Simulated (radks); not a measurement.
Dy2+, 64 electrons, occupied as [Xe] 4f10. Method: Dirac Kohn-Sham, BLYP, spin-unpolarised, spherical densities, finite nucleus; open shells are shared between the two j in proportion to 2j + 1; Fermi nuclear charge, rms radius 5.2218 fm; computed with a radial shooting solver on a logarithmic mesh with Libxc functionals.

X-ray form factor f0, the Fourier transform of the density (f0(0) = 64):

sin(theta)/lambda (1/angstrom),f0 (electrons)
0.05,63.303
0.1,61.346
0.15,58.470
0.2,55.087
0.25,51.560
0.3,48.140
0.4,42.064
0.5,37.075
0.6,32.928
0.8,26.399
1,21.765
1.25,18.049
1.5,15.681
2,12.135
